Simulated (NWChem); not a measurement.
# CH2FNOSi; SMILES N#CO[SiH2]F

```xyz
7

N      0.4425    -2.5702    -0.4131
C      0.0325    -1.5864     0.0580
O     -0.4460    -0.5198     0.6161
Si    -0.4359     1.0238    -0.0937
F      1.0113     1.6729     0.1118
H     -1.4387     1.7671     0.6841
H     -0.7092     0.8660    -1.5338
```
Atoms are numbered in this order, from 1.

Computed with NWChem. Pople sets run with spherical d functions. All runs use the structure optimised with B3LYP/6-31G* (spherical d). Vzz is the largest principal value of the second derivative of the potential at the nucleus (NWChem prints the opposite sign); η is the asymmetry. Non-relativistic.

**Question.** Order these runs by computing time, cheapest first, and give rough ratios: PBE/cc-pVTZ; CAM-B3LYP/def2-TZVP; PBE/def2-SVP.

**Answer.** PBE/def2-SVP (1), PBE/cc-pVTZ (6), CAM-B3LYP/def2-TZVP (30). Ratios are rough, from one shared machine; the cheapest took roughly 8 core-seconds. What differs between the cheapest and the dearest: Vzz N1 (a.u.) -0.463 → -0.658; η N1 0.23 → 0.19; Vzz O3 (a.u.) 1.510 → 1.622; η O3 0.34 → 0.33.
